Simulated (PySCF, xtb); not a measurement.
GeHI3, SMILES [GeH]([I])([I])[I].

xtb with GFN2-xTB at its own geometry gives an orbital gap of 3.83 eV and a dipole moment of 3.29 D.

Coordinates come from a B3LYP-D3(BJ)/def2-SVP optimisation. The def2 effective core potentials stand for the cores of I; spin–orbit coupling is left out.

Question: What does PBE/def2-TZVP in PySCF give? (Estimate from the structure and the level; the computed values follow.)

Answer: gap 2.95 eV (levels -6.58 and -3.63 eV), dipole 0.62 D.
